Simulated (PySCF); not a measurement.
**Distorted geometries of [DyCl4]−**

[DyCl4]− (singlet in the valence; each metal's 4f electrons, 9 of them, lie in its core potential, out of spins and levels). PySCF 2.14.0, RKS BP86, Dy lcecp-1-SVP with ECP55, Cl def2-SVP; non-relativistic Hamiltonian with scalar-relativistic core potentials where named; density fitting; no spin-orbit coupling. Relaxed geometry:

```xyz
5

Dy    0.0000    0.0000    0.0000
Cl    1.4667    1.4667    1.4667
Cl   -1.4667   -1.4667    1.4667
Cl    1.4667   -1.4667   -1.4667
Cl   -1.4667    1.4667   -1.4667
```

Order these distorted geometries by energy above the relaxed one, lowest first.
A.
```xyz
5

Dy    0.0033   -0.0393    0.0295
Cl    1.4589    1.5011    1.6081
Cl   -1.4065   -1.5498    1.2968
Cl    1.4468   -1.5024   -1.4558
Cl   -1.5024    1.5904   -1.4786
```
B.
```xyz
5

Dy   -0.0784   -0.0216   -0.0259
Cl    1.5619    1.4879    1.4953
Cl   -1.4658   -1.5468    1.4771
Cl    1.4195   -1.4366   -1.4795
Cl   -1.4372    1.5171   -1.4671
```
C.
```xyz
5

Dy    0.1104    0.1146   -0.0300
Cl    1.4653    1.5461    1.4233
Cl   -1.5685   -1.5562    1.5321
Cl    1.4902   -1.5367   -1.4223
Cl   -1.4975    1.4322   -1.5032
```

B (0.12 eV), A (0.20 eV), C (0.37 eV).

Which forces (eV/Å) act in the one that lies 0.37 eV up?


```
Dy  -1.67 -1.85  0.11
Cl   0.55  0.57  0.50
Cl   0.97  0.97 -0.80
Cl  -0.06  0.29  0.13
Cl   0.20  0.01  0.07
```
Forces carry noise of the integration grid, about 0.01 to 0.03 eV/Å.

An lcecp potential fixes the number of 4f electrons, so in runs with it no electron can move into or out of that shell.
